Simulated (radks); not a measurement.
Q: Species: V III. Configuration: [Ar] 3d3. Calculated with a radial shooting solver on a logarithmic mesh with Libxc functionals: Dirac Kohn-Sham, BLYP, spin-unpolarised, spherical densities, point nucleus; open shells are shared between the two j in proportion to 2j + 1; speed of light set to 205.554 atomic units (1.5 times the physical value, a model run). Some entries of the table are withheld. Estimate them.

| orbital | occ. | eigenvalue (eV) | r(max) (bohr) | <r> (bohr) |
|---|---|---|---|---|
| 1s1/2 | 2 | (1) | 0.04383 | 0.06677 |
| 2s1/2 | 2 | -614.9015 | 0.2570 | 0.3098 |
| 2p1/2 | 2 | -521.2947 | 0.2078 | 0.2738 |
| 2p3/2 | 4 | -518.1613 | 0.2088 | 0.2750 |
| 3s1/2 | 2 | -85.9671 | 0.8227 | (2) |
| 3p1/2 | 2 | (3) | 0.8435 | 1.014 |
| 3p3/2 | 4 | (4) | 0.8464 | 1.018 |
| 3d3/2 | 1.2 | -21.4239 | (5) | 1.323 |
| 3d5/2 | 1.8 | -21.3921 | (6) | 1.325 |

A: 
(1) 1s1/2 eigenvalue (eV): -5361.367
(2) 3s1/2 <r> (bohr): 0.9527
(3) 3p1/2 eigenvalue (eV): -60.6130
(4) 3p3/2 eigenvalue (eV): -60.2446
(5) 3d3/2 r(max) (bohr): 0.8830
(6) 3d5/2 r(max) (bohr): 0.8840
